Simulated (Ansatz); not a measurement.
Another site gives an ion 0.62 eV lower (`[SiH3][N-][SiH3]`) at the level frozen-core CCSD(T)/aug-cc-pVTZ // PBE0-D3(BJ)/def2-TZVPD (Ansatz, an electronic-structure program).

Calculation: frozen-core CCSD(T)/aug-cc-pVTZ // PBE0-D3(BJ)/def2-TZVPD (Ansatz).

Ansatz 0.2 input:
```yaml
crystal:
  periodic: [false, false, false]
  atoms:
    - { symbol: Si, position_ang: [-1.956417, 0.393352, -0.002529] }
    - { symbol: N, position_ang: [-0.189836, 0.869814, -0.157921] }
    - { symbol: Si, position_ang: [1.12233, -0.181581, -0.007843] }
    - { symbol: H, position_ang: [-1.840129, -0.442323, 1.294048] }
    - { symbol: H, position_ang: [-1.91801, -0.868317, -0.896846] }
    - { symbol: H, position_ang: [-0.013477, 1.839439, -0.354288] }
    - { symbol: H, position_ang: [2.431491, 0.548919, -0.195061] }
    - { symbol: H, position_ang: [1.224907, -0.858474, 1.326359] }
    - { symbol: H, position_ang: [1.139141, -1.300832, -1.005921] }
basis:
  gaussian: { orbitals: aug-cc-pVTZ }
correlation:
  method: ccsd_t
total_charge: -1
```

Output:

```
Functional definition: HF
1572 factors; integrals over basis functions are off by at most 1.1e-3 eV
mean field evaluation 1: about -17300.7974 eV, gradient 2.2e1 eV
mean field evaluation 2: about -17300.9308 eV, gradient 2.3e1 eV
mean field evaluation 4: about -17302.8043 eV, gradient 4.0e0 eV
mean field evaluation 8: about -17302.8632 eV, gradient 2.1e-1 eV
mean field evaluation 16: about -17302.8639 eV, gradient 2.1e-6 eV
mean field -17302.86392079 eV, -635.8685207865 hartree, gradient 2.1e-6 eV, S^2 0.000000; 0 other end points of the search recorded, 0 dependent functions left out
11 core orbitals not correlated
reference -17302.86392079 eV, -635.8685207865 hartree; 10, 10 occupied and 263, 263 virtual orbitals, 1572 factors
second order -13.49333661 eV of doubles, -0.00000000 eV of singles
cycle   1  -14.19920557 eV  change   -7.1e-1 eV  update   9.5e-2
cycle   2  -14.64953425 eV  change   -4.5e-1 eV  update   3.1e-2
cycle   3  -14.72873084 eV  change   -7.9e-2 eV  update   1.5e-2
cycle   4  -14.71984326 eV  change    8.9e-3 eV  update   4.4e-3
cycle   5  -14.71801628 eV  change    1.8e-3 eV  update   2.2e-3
cycle   6  -14.71815755 eV  change   -1.4e-4 eV  update   8.1e-4
cycle   7  -14.71796494 eV  change    1.9e-4 eV  update   4.0e-4
cycle   8  -14.71789966 eV  change    6.5e-5 eV  update   1.6e-4
cycle   9  -14.71796279 eV  change   -6.3e-5 eV  update   7.0e-5
cycle  10  -14.71797562 eV  change   -1.3e-5 eV  update   2.7e-5
cycle  11  -14.71795803 eV  change    1.8e-5 eV  update   1.2e-5
perturbative correction -0.59484850 eV, -0.0218602793 hartree
Total energy: -17318.17672732 eV, -636.4312560473 hartree
```

Cost: around 22 core-minutes (rough).
